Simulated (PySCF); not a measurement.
C5H11OSi (doublet state).
Structure used (GFN2-xTB), in Å, numbered top down from 1:
```
atom  x, y, z in Å
C1    -2.6746    0.6452    0.6254
C2    -2.4728   -0.3151   -0.4679
C3    -1.1201   -1.0329   -0.3640
Si4    0.2986    0.2188   -0.3454
O5     1.5956   -0.7432   -0.5906
C6     2.9044   -0.4626   -0.6836
C7     3.4586    0.7311   -0.5777
H8    -3.0056    1.6469    0.4399
H9    -2.5267    0.3340    1.6411
H10   -2.5446    0.1928   -1.4310
H11   -3.2614   -1.0848   -0.4452
H12   -1.1074   -1.6298    0.5487
H13   -1.0207   -1.7303   -1.1971
H14    0.1773    1.1993   -1.4300
H15    0.4114    0.9269    0.9334
H16    3.4946   -1.3543   -0.8648
H17    4.5206    0.8559   -0.6701
H18    2.8642    1.6084   -0.3975
```

The hyperfine couplings belong to this conformer and change with its torsions.

The species is `[CH2]CC[SiH2]OC=C` [radical].

Method: UKS B3LYP, pcH-1 on C H O Si, non-relativistic, mean-field spin-orbit, GIAO (PySCF 2.14.0). Geometry: GFN2-xTB, one conformer, isolated molecule. A GFN2-xTB geometry isn't a minimum of the functional, and hyperfine couplings can be far from their values at a DFT geometry. Stability of the SCF solution: not tested.

Match the computed a_iso(13C) values +86.5, +51.5, -32.6 MHz with the sites C1; C2; C3.

```json
{"site": "C1", "a_iso (MHz)": "+86.5", "ρ(0) (bohr⁻³)": "+0.0770", "position": "largest spin population", "distance from C1 (Å)": "0.00", "spin population": "+1.06", "largest |T| (MHz)": "159.7"}
{"site": "C2", "a_iso (MHz)": "-32.6", "ρ(0) (bohr⁻³)": "-0.0290", "position": "1 bond from C1", "distance from C1 (Å)": "1.47", "spin population": "-0.08", "largest |T| (MHz)": "2.8"}
{"site": "C3", "a_iso (MHz)": "+51.5", "ρ(0) (bohr⁻³)": "+0.0458", "position": "2 bonds from C1", "distance from C1 (Å)": "2.49", "spin population": "+0.03", "largest |T| (MHz)": "8.4"}
```

ρ(0) is the spin density at the nucleus and T the dipolar tensor; a_iso includes a spin–orbit part; entries for several nuclei are means. Largest spin populations (Mulliken): C1 (+1.06) and C2 (-0.08). No atom but C1 exceeds +0.15. The positive populations add up to 1.18 and the negative ones to -0.18, together 2S = 1. The angles at C1 add up to 360.0°, so it is planar; its axial dipolar tensor and the negative couplings of its protons fit spin in a p orbital normal to that plane.

Means are taken over nuclei equivalent by connectivity, which assumes that they swap fast. The 1H value of +75.8 MHz is a mean of couplings from 8.4 to 143.3 MHz in this one geometry, not an average over conformers. The 1H value of +7.3 MHz is a mean of couplings from -0.2 to 14.8 MHz in this one geometry, not an average over conformers.
